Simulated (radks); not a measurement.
Q: All-electron atom: Cd I in [Kr] 4d10 5s1 6p1 (not the ground configuration). All-electron calculation, scalar-relativistic Kohn-Sham, r2SCAN, spin-unpolarised, spherical densities, finite nucleus; meta-GGA in the generalised Kohn-Sham scheme; Fermi nuclear charge, rms radius 4.6087 fm. Program: a radial shooting solver on a logarithmic mesh with Libxc functionals. Some entries of the table are withheld. Estimate them.

| orbital | occ. | eigenvalue (eV) | <r^2> (bohr^2) |
|---|---|---|---|
| 1s | 2 | -26582.03 | (1) |
| 2s | 2 | -3965.973 | 0.02042 |
| 2p | 6 | -3556.320 | 0.01611 |
| 3s | 2 | -749.9573 | 0.1462 |
| 3p | 6 | -614.5213 | (2) |
| 3d | 10 | -403.0445 | (3) |
| 4s | 2 | -114.8482 | 0.8814 |
| 4p | 6 | -75.0028 | 1.061 |
| 4d | 10 | -18.0690 | (4) |
| 5s | 1 | (5) | 8.105 |
| 6p | 1 | (6) | 135.8 |

A: 
(1) 1s <r^2> (bohr^2): 0.001250
(2) 3p <r^2> (bohr^2): 0.1476
(3) 3d <r^2> (bohr^2): 0.1333
(4) 4d <r^2> (bohr^2): 1.945
(5) 5s eigenvalue (eV): -10.0897
(6) 6p eigenvalue (eV): -0.9899
